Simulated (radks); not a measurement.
Task: All-electron atom: Cl2+ in [Ne] 3s2 3p3. Method: Dirac Kohn-Sham, XLYP, spin-unpolarised, spherical densities, point nucleus; open shells fill j = l - 1/2 first; computed with a radial shooting solver on a logarithmic mesh with Libxc functionals.

Spin-orbit splittings of the eigenvalues, e(l+1/2) - e(l-1/2), with zeta = 2 splitting/(2l+1) and mean radii in bohr:

shell  occ.  splitting (eV)  zeta (eV)  <r> j=l-1/2  <r> j=l+1/2
2p        6           1.706      1.138       0.4047       0.4071
3p        3          0.1650     0.1100        1.602        1.608
3d        0               ?          ?        2.225        2.227

Estimate the 3d splitting.

Result: 0.007360 eV (zeta = 0.002944 eV).
